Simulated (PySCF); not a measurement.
CH4N (SMILES [CH2]N), doublet, geometry from GFN2-xTB. Base run: CAMB3LYP/3-21G (PySCF).

Geometry (Å):
```xyz
6

C      0.1197     0.7207    -0.0076
N     -0.0848    -0.6577     0.0068
H     -0.5194    -1.0009     0.8524
H     -0.5284    -1.0172    -0.8272
H      0.4667     1.1577     0.9094
H      0.4568     1.1398    -0.9367
```
Charge 0, spin multiplicity 2.
Orbitals are unrestricted.
All else is at PySCF's defaults.
Base energy -94.61523 Eh.

Variants of this job, named by their change:

```csv
change,ΔE vs base (µEh),SCF cycles,<S^2>,outcome
base,0.0,9,0.752,converged
DIIS = ADIIS,0.0,15,0.752,converged
conv_tol_grad = 1e-7,0.0,12,0.752,converged
diis_space = 20,0.0,9,0.752,converged
diis = off (with mf.max_cycle = 100),-,100,-,not converged
init_guess = vsap,0.0,9,0.752,converged
init_guess = sap,0.0,10,0.752,converged
damp = 0.5; diis_start_cycle = 5,0.0,11,0.752,converged
level_shift = 0.5 (with mf.max_cycle = 100),0.0,16,0.752,converged
solver = newton; init_guess = 1e,0.0,-,0.752,converged
diis = off; damp = 0.6 (with mf.diis_start_cycle = 200; with mf.max_cycle = 150),0.0,29,0.752,converged
init_guess = atom,0.0,9,0.752,converged
conv_tol = 1e-7,0.0,8,0.752,converged
```

Open shells are given as the SCF converged; they aren't shown to be the lowest states, and a large step between rows can be another state.
